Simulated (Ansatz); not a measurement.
Cartesian coordinates in Å:
```
Si 0.873 -0.491 -0.908
C -0.608 0.301 -0.114
C -0.699 0.419 1.203
Cl -2.036 1.140 2.017
H 1.818 -0.908 0.160
H 0.466 -1.679 -1.704
H 1.548 0.466 -1.824
H -1.424 0.679 -0.725
H 0.061 0.074 1.894
```

The species carries charge 0 and has multiplicity 1.

Q: List the PBE/def2-TZVPP orbital energies in eV (the Gaussian-basis code of Ansatz). (Estimate.)

A: Ansatz gave: Occupied: -2739.37, -1779.67, -270.86, -269.23, -249.91, -190.68, -190.42, -190.39, -137.43, -94.17, -94.15, -94.15, -21.99, -18.70, -14.60, -13.34, -11.57, -10.78, -9.31, -8.55, -8.49, -8.35, -7.55, -6.53. Lowest empty: -1.73, -0.25, -0.11, 0.45, 0.72, 1.10, 1.41, 2.38.
